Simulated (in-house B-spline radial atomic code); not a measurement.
As⁴⁺. Computed with a B-spline radial atomic code. Model: all-electron spherical atom, spin shells full or empty, radial basis limit, no spin-orbit coupling: exact exchange with a local potential (Slater, KLI or optimised effective potential, whose far tail is KLI's), no correlation.

Empty minority-spin level lies below the highest occupied level: each spin potential is zero at infinity, spin occupations fixed.

The run also made RPA and GW results, which its time includes.

The Slater potential averages the orbital exchange potentials with the orbital densities as weights, KLI adds orbital constants, and the optimised effective potential minimises the exact-exchange energy among local potentials. So their energies lie above Hartree-Fock in the order OEP, KLI, Slater. All fall off as −1/r, unlike LDA and GGA exchange.

Command:
```bash
python run_gw.py task.json out
```
Settings (nuclear radius in fm, other lengths in bohr, energies in hartree):
```
Z                      33
electrons              29
configuration          [Ar] 3d10 4s1
hamiltonian            x2c
method                 oep
lmax                   9
rms_radius             4.0968
spin_polarised         True
box_radius             11.96
intervals              100
ion_configuration      [Ar] 3d10
```

Run time, properties included: 20 s on 1 thread of Arm Neoverse N1, on a shared host.

Given: hamiltonian one-electron scalar X2C; mean-field start exchange-only OEP.

Computed: energy above Hartree-Fock 8.8411 millihartree.

```
radius (bohr)  r times exchange potential up (hartree bohr)  r times exchange potential down (hartree bohr)
      0.00152                                     -0.042721                                       -0.043292
      0.00187                                     -0.052493                                       -0.053195
      0.00231                                     -0.064721                                       -0.065589
      0.00286                                     -0.079893                                       -0.080968
      0.00354                                     -0.098458                                       -0.099789
      0.00437                                      -0.12078                                        -0.12242
       0.0054                                      -0.14788                                        -0.14992
      0.00668                                      -0.18056                                        -0.18308
      0.00826                                      -0.21916                                        -0.22229
       0.0102                                      -0.26375                                        -0.26762
       0.0126                                      -0.31436                                        -0.31916
       0.0156                                      -0.37033                                        -0.37629
       0.0193                                      -0.42821                                        -0.43562
       0.0238                                       -0.4826                                        -0.49178
       0.0294                                      -0.52737                                        -0.53875
       0.0364                                      -0.55114                                        -0.56526
        0.045                                      -0.54053                                        -0.55797
       0.0556                                      -0.49924                                         -0.5207
       0.0687                                      -0.48978                                        -0.51593
       0.0849                                      -0.59024                                        -0.62209
        0.105                                      -0.74753                                        -0.78702
         0.13                                      -0.87749                                        -0.92673
         0.16                                      -0.94804                                         -1.0088
        0.198                                      -0.93316                                         -1.0079
        0.245                                      -0.80748                                        -0.89873
        0.303                                      -0.77299                                        -0.88277
        0.374                                       -1.0252                                         -1.1619
        0.463                                       -1.2566                                          -1.429
        0.572                                       -1.3808                                         -1.5927
        0.707                                             ?                                               ?
        0.874                                       -1.2436                                         -1.5657
         1.08                                      -0.99169                                         -1.4191
         1.34                                      -0.82071                                         -1.2662
         1.65                                      -0.89368                                         -1.1587
         2.04                                      -0.98668                                         -1.0916
         2.52                                             ?                                               ?
         3.12                                       -1.0182                                         -1.0264
```

Question: What belongs in the row 0.707?

Answer: r times exchange potential up (hartree bohr): -1.3823; r times exchange potential down (hartree bohr): -1.6395.

Question: What belongs in the row 2.52?

Answer: r times exchange potential up (hartree bohr): -1.018; r times exchange potential down (hartree bohr): -1.0502.

```tsv
occupied	level (hartree)	Hartree-Fock level (hartree)
1s up	-432.29	-440.86
1s down	?	?
2s up	?	?
2s down	-57.009	-59.637
2p up	-49.876	-52.359
2p down	-50.252	-52.355
3s up	-9.1085	-10.135
3s down	-9.478	-10.104
3p up	-7.0064	-7.7854
3p down	-7.3754	-7.7739
3d up	-3.5474	-3.9197
3d down	-3.9115	-3.9117
4s up	-2.2723	-2.2716
```

Question: What belongs in the row 1s down?

Answer: level (hartree): -432.67; Hartree-Fock level (hartree): -440.85.

Question: What belongs in the row 2s up?

Answer: level (hartree): -56.634; Hartree-Fock level (hartree): -59.649.

| empty | level (hartree) |
| --- | --- |
| 4s down | -2.4688 |
| 4p down | -1.9775 |
| 4p up | ? |
| 4d down | ? |
| 4d up | -1.2181 |
| 5s down | -1.1494 |
| 5s up | -1.105 |
| 5p down | -0.98183 |
| 5p up | -0.94151 |

Question: What belongs in the row 4p up?

Answer: level (hartree): -1.8274.

Question: What belongs in the row 4d down?

Answer: level (hartree): -1.2892.

The highest level, 4s up, differs from Hartree-Fock by -0.019 eV and the deepest, 1s down, by +223 eV: a local potential can match the highest level but can't give each shell its own exchange.
